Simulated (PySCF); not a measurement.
Telling isomers of C3H4F4O apart by NMR

[PySCF 2.14: σ from GIAO-PBE0/pcSseg-1; PBE0-D3(BJ)/def2-SVP structure; B3LYP/pcJ-1 coupling constants (spin–dipole term left out of most H,H and C,H couplings); non-relativistic; gas phase; equivalent nuclei averaged; single conformer]

References, each an isolated molecule treated in the same way: ¹H (σ = 31.27 ppm) and ¹³C (σ = 184.41 ppm) against TMS. Multiplet labels drop J under 1 Hz and among equivalent protons, and merge close values. Unscaled 3J(H,H) run several per cent high. Vicinal couplings that depend on rotamer populations or ring flexing (ring, CH–CH, X–H and H–F types) are those of the one conformer. One-bond C–F couplings are unscaled and too large by tens of Hz. Shifts are as computed. Against solution values, carbons near 30 ppm lie about +2 ppm off and those near 130 ppm about +5 ppm. Of 1211 compounds with measured shifts, 218 miss one by over three times the rms of a fit or turn the order of signals round; such compounds aren't used in these exercises.

(1) Tabulate the signals of `COC(F)(F)C(F)F`, `CO[C@@H](F)C(F)(F)F` and their relative energies.

(2) What is the quickest way to tell COC(F)(F)C(F)F from CO[C@@H](F)C(F)(F)F?

Answers

(1) 
```tsv
SMILES	carbon types	δC	δH	E rel. (kcal/mol)
COC(F)(F)C(F)F	1×C 1×CH 1×CH3	121.4, 112.5, 49.0	5.41 (tt, 1H), 3.66 (s, 3H)	0.3
CO[C@@H](F)C(F)(F)F	1×C 1×CH 1×CH3	124.5, 107.5, 57.0	4.80 (dq, 1H), 3.60 (d, 3H)	0.0
```

Energies are electronic energies at PBE0/pcSseg-1 on these geometries, without zero-point or thermal terms, each for the one conformer computed, which needn't be the lowest.

(2) Both give the same number of carbon signals, with the same numbers of each carbon type, so the positions decide. The first has a methyl carbon bonded to O (CH3) at 49.0 ppm, the second a methyl carbon bonded to O (CH3) at 57.0 ppm. Their most deshielded carbons lie at 121.4 and 124.5 ppm. In the proton spectra the most deshielded non-exchanging signals are 5.41 (tt, J = 60.2, 5.3 Hz, 1H) and 4.80 (dq, J = 70.1, 3.5 Hz, 1H).
